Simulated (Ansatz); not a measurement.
System: sum formula GeBrF2, charge 0, multiplicity 2. It need not be the lowest isomer of its formula. 
Geometry from a B3LYP-D3(BJ)/def2-TZVP (Ansatz, a first-principles code) optimisation:
```
Ge
F 1 1.7414
F 1 1.7414 2 103.48
Br 1 2.3357 2 108.95 3 -115.81
```
Charge 0, spin multiplicity 2.

Computed values are from Ansatz. Valence correlation only, unless marked. Open shells are spin-unrestricted. Spin-orbit coupling is left out. The frozen core is the preceding noble-gas configuration, with the filled d and f shells of earlier blocks. No relativistic terms. CBS marks a two-point X^-3 extrapolation of the correlation energy; Hartree-Fock from the larger set (for Q and 5 zeta extrapolated as (X+1)exp(-9√X)).

```
Item                                                           Value
---------------------  ---------------------------------------------
atomisation energy De  1238.6 kJ/mol at CCSD(T)/CBS(cc-pVQZ,cc-pV5Z)
total energy           -4847.8795 Eh at CCSD(T)/CBS(cc-pVQZ,cc-pV5Z)
dipole moment                          2.06 D at CCSD(T)/aug-cc-pVDZ
T1 diagnostic                                  0.015 at CCSD/cc-pV5Z
```
